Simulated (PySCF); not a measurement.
F7Re, triplet, at the geometry of the source list (the multiplicity is a formal guess) (core potentials on Re); DF-SVWN5/def2-SVP in PySCF.

The PySCF input:
```python
from pyscf import gto, scf, dft

mol = gto.M(
    atom='''
Re    0.00050000   -0.00140000    0.00030000
F     0.26200000    1.80430000   -0.29170000
F     0.05720000   -0.29570000   -1.74490000
F    -0.05930000    0.30130000    1.74380000
F    -1.65690000    0.79580000   -0.17850000
F     0.86200000   -1.60200000    0.33690000
F    -1.28670000   -1.31900000    0.15370000
F     1.82110000    0.31670000   -0.01970000
''',
    basis='def2-svp',
    ecp={'Re': 'def2-svp'},
    spin=2,
    verbose=4,
    symmetry=True,
)

mf = dft.UKS(mol)
mf.xc = 'lda,vwn'
mf = mf.density_fit(auxbasis='def2-universal-jkfit')
mf.kernel()
mf.analyze()
```

It wrote (shortened):

```
PySCF version 2.14.0

[INPUT] verbose = 4
[INPUT] num. atoms = 8
[INPUT] num. electrons = 78
[INPUT] charge = 0
[INPUT] spin (= nelec alpha-beta = 2S) = 2
[INPUT] symmetry True subgroup None
[INPUT] Mole.unit = angstrom
[INPUT] Symbol           X                Y                Z      unit          X                Y                Z       unit  Magmom
[...]
nuclear repulsion = 613.139873503125
point group symmetry = C1
symmetry origin: [0. 0. 0.]
symmetry axis x: [1. 0. 0.]
symmetry axis y: [0. 1. 0.]
symmetry axis z: [0. 0. 1.]
num. orbitals of irrep A = 130
number of shells = 54
number of NR pGTOs = 225
number of NR cGTOs = 130
basis = def2-svp
ecp = {'Re': 'def2-svp'}

******** <class 'pyscf.df.df_jk.DFUKS'> ********
method = DFUKS
initial guess = minao
damping factor = 0
level_shift factor = 0
DIIS = <class 'pyscf.scf.diis.CDIIS'>
diis_start_cycle = 1
diis_space = 8
diis_damp = 0
SCF conv_tol = 1e-09
SCF conv_tol_grad = None
SCF max_cycles = 50
direct_scf = False
number electrons alpha = 40  beta = 38
XC library pyscf.dft.libxc version 7.1.2
    S. Lehtola, C. Steigemann, M. J. T. Oliveira, and M. A. L. Marques,  SoftwareX 7, 1–5 (2018)
XC functionals = lda,vwn
    P. A. M. Dirac,  Math. Proc. Cambridge Philos. Soc. 26, 376 (1930)
    F. Bloch,  Z. Phys. 57, 545 (1929)
    S. H. Vosko, L. Wilk, and M. Nusair,  Can. J. Phys. 58, 1200 (1980)
radial grids:
    Treutler-Ahlrichs [JCP 102, 346 (1995); DOI:10.1063/1.469408] (M4) radial grids

becke partition: Becke, JCP 88, 2547 (1988); DOI:10.1063/1.454033
pruning grids: <function nwchem_prune>
grids dens level: 3
symmetrized grids: True
atomic radii adjust function: <function treutler_atomic_radii_adjust>
small_rho_cutoff = 0
Set gradient conv threshold to 3.16228e-05
tot grids = 124144
init E= -760.378786205426

cycle= 1 E= -771.774769808139  delta_E= -11.4  |g|= 1.07  |ddm|= 5.68

cycle= 2 E= -767.129035326237  delta_E= 4.65  |g|= 3.59  |ddm|= 3.29

cycle= 3 E= -772.115317390861  delta_E= -4.99  |g|= 0.504  |ddm|=  2.7

cycle= 4 E= -772.134192000129  delta_E= -0.0189  |g|= 0.434  |ddm|= 1.68

cycle= 5 E= -772.093045383022  delta_E= 0.0411  |g|= 0.509  |ddm|= 1.73

cycle= 6 E= -772.195650456205  delta_E= -0.103  |g|= 0.168  |ddm|= 0.618

cycle= 7 E= -772.19790964178  delta_E= -0.00226  |g|= 0.149  |ddm|= 1.59

cycle= 8 E= -772.203661632754  delta_E= -0.00575  |g|= 0.0921  |ddm|= 1.39

cycle= 9 E= -772.203311667378  delta_E= 0.00035  |g|= 0.0965  |ddm|= 1.52

[...]
SCF not converged.
Total Energy =                        -772.205896604672034
[...]
spin_pop of  3 F 3s       -0.00017
spin_pop of  3 F 2px       0.05084
spin_pop of  3 F 2py       0.00713
spin_pop of  3 F 2pz      -0.00371
spin_pop of  3 F 3px       0.00937
spin_pop of  3 F 3py       0.00151
spin_pop of  3 F 3pz       0.00000
spin_pop of  3 F 3dxy      0.00001
spin_pop of  3 F 3dyz      0.00005
spin_pop of  3 F 3dz^2     0.00000
spin_pop of  3 F 3dxz      0.00028
spin_pop of  3 F 3dx2-y2    0.00000
spin_pop of  4 F 1s       -0.00000
spin_pop of  4 F 2s        0.00077
spin_pop of  4 F 3s       -0.00027
spin_pop of  4 F 2px       0.03788
spin_pop of  4 F 2py       0.15971
spin_pop of  4 F 2pz       0.01562
spin_pop of  4 F 3px      -0.00001
spin_pop of  4 F 3py      -0.00010
spin_pop of  4 F 3pz       0.00444
spin_pop of  4 F 3dxy     -0.00001
spin_pop of  4 F 3dyz      0.00013
spin_pop of  4 F 3dz^2     0.00002
spin_pop of  4 F 3dxz      0.00006
spin_pop of  4 F 3dx2-y2   -0.00000
spin_pop of  5 F 1s       -0.00000
spin_pop of  5 F 2s        0.00077
spin_pop of  5 F 3s       -0.00025
spin_pop of  5 F 2px       0.15628
spin_pop of  5 F 2py       0.04199
spin_pop of  5 F 2pz      -0.00074
spin_pop of  5 F 3px      -0.00018
spin_pop of  5 F 3py      -0.00001
spin_pop of  5 F 3pz      -0.00000
spin_pop of  5 F 3dxy     -0.00001
spin_pop of  5 F 3dyz      0.00002
spin_pop of  5 F 3dz^2     0.00001
spin_pop of  5 F 3dxz      0.00006
spin_pop of  5 F 3dx2-y2    0.00000
spin_pop of  6 F 1s       -0.00000
spin_pop of  6 F 2s        0.00076
spin_pop of  6 F 3s       -0.00028
spin_pop of  6 F 2px       0.10171
spin_pop of  6 F 2py       0.09314
spin_pop of  6 F 2pz       0.03805
spin_pop of  6 F 3px      -0.00011
spin_pop of  6 F 3py       0.00011
spin_pop of  6 F 3pz       0.00853
spin_pop of  6 F 3dxy     -0.00001
spin_pop of  6 F 3dyz      0.00023
spin_pop of  6 F 3dz^2     0.00002
spin_pop of  6 F 3dxz      0.00009
spin_pop of  6 F 3dx2-y2    0.00001
spin_pop of  7 F 1s       -0.00000
spin_pop of  7 F 2s        0.00077
spin_pop of  7 F 3s       -0.00031
spin_pop of  7 F 2px       0.00401
spin_pop of  7 F 2py       0.19023
spin_pop of  7 F 2pz       0.04089
spin_pop of  7 F 3px       0.00001
spin_pop of  7 F 3py       0.00000
spin_pop of  7 F 3pz       0.00978
spin_pop of  7 F 3dxy      0.00001
spin_pop of  7 F 3dyz      0.00000
spin_pop of  7 F 3dz^2     0.00001
spin_pop of  7 F 3dxz      0.00035
spin_pop of  7 F 3dx2-y2   -0.00001
In total            40.00000 | 38.00000
Dipole moment(X, Y, Z, Debye):  0.01987, -0.00897, -0.01490
```

The run did not converge; its last values are not results.
